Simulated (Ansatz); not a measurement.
Basis-set series for `[O]=[W](=[O])([OH])[OH]`. The species carries charge 0 and has multiplicity 1. W: def2 effective core potential. The structure was optimised at the PBE0-D4/def2-TZVP level. It is one conformer, not always the lowest.

| functional | basis | functions | energy (Eh) | HOMO (eV) | LUMO (eV) |
| --- | --- | --- | --- | --- | --- |
| PBE0-D4 | def2-SVP | 98 | -368.81603 | -8.88 | -1.47 |
| PBE0-D4 | def2-QZVPP | 369 | -369.23690 | -8.97 | -1.55 |
| ωB97M-V | def2-SVP | 98 | -368.95371 | -11.25 | 0.70 |
| ωB97M-V | def2-QZVPP | 369 | -369.38347 | -11.35 | 0.26 |

(1) Give the rows for def2-TZVPP. (Best estimate.)

Results:

(1) Ansatz gave: 
```csv
functional,basis,functions,energy (Eh),HOMO (eV),LUMO (eV)
PBE0-D4,def2-TZVPP,208,-369.21954,-8.94,-1.49
ωB97M-V,def2-TZVPP,208,-369.36712,-11.31,0.61
```

Positive LUMOs are unbound and depend on the basis.
